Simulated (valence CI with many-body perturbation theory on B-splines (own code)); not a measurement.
# Which ion has this spectrum?

A relativistic CI+MBPT calculation for an atom or ion with 7 electrons gives these levels (eV):

```tsv
J	Parity	E	g
3/2	odd	0.00	1.99
3/2	odd	13.18	0.86
5/2	odd	14.12	1.20
1/2	odd	21.43	0.66
3/2	odd	22.79	1.28
5/2	even	63.97	1.60
3/2	even	66.46	1.73
1/2	even	67.61	2.66
3/2	even	88.19	0.80
5/2	even	88.41	1.20
1/2	even	102.40	1.87
3/2	even	106.51	1.33
1/2	even	109.91	0.80
3/2	odd	167.22	1.33
```

The energies are calculated, with errors of perhaps 400 cm⁻¹, more in some levels.

(1) Which is it?
A. Sc14+
B. Ar11+
C. Cl10+
D. Ca13+

## Answers

(1) D. Ca13+, ground level 2s2.2p3 4S°_3/2.
